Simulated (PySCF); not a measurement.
tin monoxide anion (OSn), SMILES [O]=[Sn] (connectivity only; charge and spin as stated), charge -1, multiplicity 2.

Coordinates come from a B3LYP-D3(BJ)/def2-TZVPD optimisation. The spin state was assumed, not searched. The def2 effective core potentials stand for the cores of Sn; spin–orbit coupling is left out.

The numbers are results of B3LYP-D3(BJ)/def2-TZVPD run with PySCF, not measurements.

Frequencies are harmonic and unscaled.

| mode | ν (cm⁻¹) | IR (km/mol) | moving atoms (share of kinetic energy) |
|---|---|---|---|
| 1 | 720 | 146.5 | O 88 %, Sn 12 % |
